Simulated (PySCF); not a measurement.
Point-charge models of `C=C/C=C\C(=C)CC` against its computed dipole.

Coordinates (GFN2-xTB, Å) and charges (e) from the PBE0/pcSseg-1 density (PySCF):

| atom | x | y | z | Mulliken | IAO | Hirshfeld | ESP-fitted |
| --- | --- | --- | --- | --- | --- | --- | --- |
| C1 | 2.327 | 0.969 | -2.130 | -0.1360 | -0.3072 | -0.0936 | -0.5107 |
| C2 | 1.315 | 0.538 | -1.376 | -0.1935 | -0.1366 | -0.0451 | +0.0050 |
| C3 | 1.357 | -0.732 | -0.698 | -0.1136 | -0.1563 | -0.0495 | -0.1486 |
| C4 | 0.471 | -1.338 | 0.115 | -0.0398 | -0.1517 | -0.0469 | -0.2762 |
| C5 | -0.845 | -0.972 | 0.605 | -0.3526 | +0.0185 | +0.0121 | +0.1273 |
| C6 | -1.487 | -1.836 | 1.399 | -0.0583 | -0.3203 | -0.1004 | -0.5606 |
| C7 | -1.496 | 0.346 | 0.283 | -0.1826 | -0.2545 | -0.0647 | +0.1487 |
| C8 | -0.904 | 1.472 | 1.133 | -0.2699 | -0.4143 | -0.1176 | -0.2410 |
| H9 | 3.222 | 0.385 | -2.264 | +0.1120 | +0.1456 | +0.0456 | +0.2084 |
| H10 | 2.297 | 1.919 | -2.635 | +0.1129 | +0.1539 | +0.0474 | +0.1896 |
| H11 | 0.444 | 1.163 | -1.273 | +0.1150 | +0.1428 | +0.0451 | +0.1586 |
| H12 | 2.276 | -1.279 | -0.886 | +0.0979 | +0.1451 | +0.0438 | +0.1389 |
| H13 | 0.780 | -2.309 | 0.488 | +0.0881 | +0.1457 | +0.0424 | +0.1630 |
| H14 | -1.059 | -2.784 | 1.680 | +0.1051 | +0.1448 | +0.0432 | +0.2087 |
| H15 | -2.467 | -1.623 | 1.792 | +0.1018 | +0.1456 | +0.0439 | +0.2053 |
| H16 | -2.565 | 0.272 | 0.496 | +0.1180 | +0.1389 | +0.0421 | +0.0076 |
| H17 | -1.392 | 0.570 | -0.779 | +0.1358 | +0.1353 | +0.0389 | -0.0162 |
| H18 | 0.172 | 1.542 | 0.994 | +0.1302 | +0.1419 | +0.0348 | +0.0623 |
| H19 | -1.353 | 2.427 | 0.866 | +0.1145 | +0.1393 | +0.0407 | +0.0493 |
| H20 | -1.098 | 1.281 | 2.186 | +0.1152 | +0.1435 | +0.0382 | +0.0806 |

Problem. What dipole does each set of charges give (1 e·Å = 4.803 D), and what does the density give?

Solution. The full density gives (-0.17, 0.31, 0.07) D, 0.36 D in size; dipole vectors point from the negative to the positive end.

```tsv
scheme	μx	μy	μz	size (D)	share of the full size (%)	angle to the full dipole (°)
Mulliken	0.04	1.12	0.14	1.12	313	30
IAO	-0.05	0.14	0.12	0.19	53	28
Hirshfeld	-0.11	0.06	-0.01	0.12	34	38
ESP-fitted	-0.19	0.29	0.07	0.35	99	5
```

Problem. Which set comes closest?

Solution. Length of the difference vector: ESP-fitted 0.03 D, IAO 0.21 D, Hirshfeld 0.27 D, Mulliken 0.83 D. Closest: ESP-fitted. The schemes that divide the density aren't constrained to reproduce the dipole.

Problem. What is left for the Hirshfeld atoms' own dipoles?

Solution. The shares of the density sum to the whole, so what Σ q r misses lies in dipoles about the nuclei. The atomic dipoles sum to (-0.17, 0.31, 0.07) − (-0.11, 0.06, -0.01) = (-0.06, 0.25, 0.08) D, 0.27 D in size.

Problem. With the origin at the mean of the coordinates, (0.000, 0.001, 0.000) Å, which are the largest single terms, by size, of the ESP-fitted dipole along the direction of the full one?

Solution. C8 -2.21, C4 +1.79, H13 -1.77, C6 +1.67, C1 +1.63 D; all 20 atoms together +0.35 D. The single terms depend on the origin, their sum doesn't.

Problem. Give the size of the full dipole in other units.

Solution. 0.36 D = 0.142 au = 0.075 e·Å = 1.20 × 10⁻³⁰ C·m.

Isolated species at its GFN2-xTB geometry (one conformer only).

These values come from a run that also computed NMR shieldings. On one thread of an Arm Neoverse V2, on a shared host, this took 24 s.

The values belong to the conformer `[CH2:1]=[CH:2]/[CH:3]=[CH:4]\[C:5](=[CH2:6])[CH2:7][CH3:8]`: C1–C2–C3–C4 179°, C3–C4–C5–C6 179°, C4–C5–C7–C8 -77°.
